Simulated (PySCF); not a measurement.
## How methods differ on the fine-structure interval of Ne⁵⁺

Ne⁵⁺ [He] 2s2 2p1 [2p1/2^1, M_J = 1/2] → Ne⁵⁺ [He] 2s2 2p1 [2p3/2^1, M_J = 3/2], as a difference of total energies. Computed with PySCF 2.14 in an even-tempered Gaussian basis (18 s from 0.45 bohr⁻², ratio 2.4; 11 p from 0.58 bohr⁻², ratio 2.4; 5 d from 2.6 bohr⁻², ratio 2.6; 5 f from 3.9 bohr⁻², ratio 2.6), with the two-component X2C-1e Hamiltonian. Correlated levels: nothing frozen; the 30 highest virtual spinors dropped. "Screened" scales the spin-orbit matrix elements by Boettger's factors to mimic the two-electron term; Breit and QED terms are absent.

```csv
method,fine-structure interval (cm⁻¹)
GHF (screened spin-orbit),2241.3
GMP2 (screened spin-orbit),1346.5
GHF (bare spin-orbit),2591.2
```

GHF and GMP2 differ strongly here because the two determinants are spin-polarised to different degrees; the interval is a small difference of such terms.
